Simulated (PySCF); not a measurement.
Continuum solvent and chemical shifts

Molfile (atoms numbered from 1):
```
C7H12O2
     RDKit          3D

 21 20  0  0  0  0  0  0  0  0999 V2000
    2.9834   -0.0717    0.8272 C   0  0  0  0  0  0  0  0  0  0  0  0
    1.9145    0.2037    0.0702 C   0  0  0  0  0  0  0  0  0  0  0  0
    1.9782    0.7399   -1.3255 C   0  0  0  0  0  0  0  0  0  0  0  0
    0.5726   -0.0526    0.6802 C   0  0  0  0  0  0  0  0  0  0  0  0
    0.3853   -0.4739    1.7951 O   0  0  0  0  0  0  0  0  0  0  0  0
   -0.4136    0.2467   -0.1740 O   0  0  0  0  0  0  0  0  0  0  0  0
   -1.7642    0.0477    0.2750 C   0  0  0  0  0  0  0  0  0  0  0  0
   -2.1469   -1.4095    0.1062 C   0  0  0  0  0  0  0  0  0  0  0  0
   -2.6240    0.9983   -0.5277 C   0  0  0  0  0  0  0  0  0  0  0  0
    3.9995    0.0868    0.4576 H   0  0  0  0  0  0  0  0  0  0  0  0
    2.8469   -0.4628    1.8382 H   0  0  0  0  0  0  0  0  0  0  0  0
    1.4734    0.0624   -2.0310 H   0  0  0  0  0  0  0  0  0  0  0  0
    3.0196    0.8749   -1.6477 H   0  0  0  0  0  0  0  0  0  0  0  0
    1.4563    1.7064   -1.4002 H   0  0  0  0  0  0  0  0  0  0  0  0
   -1.7946    0.3062    1.3456 H   0  0  0  0  0  0  0  0  0  0  0  0
   -3.1859   -1.5701    0.4300 H   0  0  0  0  0  0  0  0  0  0  0  0
   -1.4958   -2.0512    0.7156 H   0  0  0  0  0  0  0  0  0  0  0  0
   -2.0623   -1.7109   -0.9494 H   0  0  0  0  0  0  0  0  0  0  0  0
   -2.5635    0.7645   -1.6017 H   0  0  0  0  0  0  0  0  0  0  0  0
   -2.2973    2.0378   -0.3811 H   0  0  0  0  0  0  0  0  0  0  0  0
   -3.6752    0.9175   -0.2147 H   0  0  0  0  0  0  0  0  0  0  0  0
  1  2  2  0
  2  3  1  0
  2  4  1  0
  4  5  2  0
  4  6  1  0
  6  7  1  0
  7  8  1  0
  7  9  1  0
  1 10  1  0
  1 11  1  0
  3 12  1  0
  3 13  1  0
  3 14  1  0
  7 15  1  0
  8 16  1  0
  8 17  1  0
  8 18  1  0
  9 19  1  0
  9 20  1  0
  9 21  1  0
M  END
```

GIAO PBE0/pcSseg-1 in PySCF on one PBE0-D3(BJ)/def2-SVP conformer, non-relativistic, equivalent nuclei averaged. Solvents enter as an IEF-PCM continuum (benzene with ε = 2.3, water with ε = 78.4) around the gas-phase geometry. Shifts are referred to TMS computed in the same medium.

Gas phase, δ in ppm: C4 169.4, C2 144.0, C1 136.6, C7 67.0, C8/C9 22.5, C3 20.8, H11 6.78, H10 5.79, H15 4.80, H12/H13/H14 1.95, H16/H17/H18/H19/H20/H21 1.24. Dipole moment 1.97 D.

**Question.** How does each δ change in the continuum?

**Answer.** 
```json
{"atoms": "C4", "environment": "ester carbonyl carbon", "Δδ, benzene": "+1.5", "Δδ, water": "+3.3"}
{"atoms": "C2", "environment": "α carbon of a C=C–C=O unit", "Δδ, benzene": "+0.9", "Δδ, water": "+2.0"}
{"atoms": "C1", "environment": "β carbon of a C=C–C=O unit", "Δδ, benzene": "+0.9", "Δδ, water": "+2.1"}
{"atoms": "C7", "environment": "sp3 CH bonded to O", "Δδ, benzene": "+1.0", "Δδ, water": "+2.2"}
{"atoms": "C8/C9", "environment": "methyl carbon", "Δδ, benzene": "+0.1", "Δδ, water": "+0.3"}
{"atoms": "C3", "environment": "allylic methyl carbon", "Δδ, benzene": "+0.1", "Δδ, water": "+0.1"}
{"atoms": "H11", "environment": "hydrogen on a β carbon of a C=C–C=O unit", "Δδ, benzene": "0.00", "Δδ, water": "-0.02"}
{"atoms": "H10", "environment": "hydrogen on a β carbon of a C=C–C=O unit", "Δδ, benzene": "+0.14", "Δδ, water": "+0.33"}
{"atoms": "H15", "environment": "hydrogen on an sp3 CH bonded to O", "Δδ, benzene": "-0.01", "Δδ, water": "-0.05"}
{"atoms": "H12/H13/H14", "environment": "hydrogen on an allylic methyl carbon", "Δδ, benzene": "+0.04", "Δδ, water": "+0.09"}
{"atoms": "H16/H17/H18/H19/H20/H21", "environment": "hydrogen on a methyl carbon", "Δδ, benzene": "+0.02", "Δδ, water": "+0.05"}
```

Changes are relative to the gas phase. The dipole moment becomes 2.24 D in benzene, 2.60 D in water.

**Question.** Which nuclei move most (in ppm), and what does the model miss?

**Answer.** C4 (ester carbonyl carbon, +3.3 ppm) in water. A continuum only polarises the solute; specific hydrogen bonds, the anisotropy of aromatic solvents and changes of geometry or conformer are outside it.
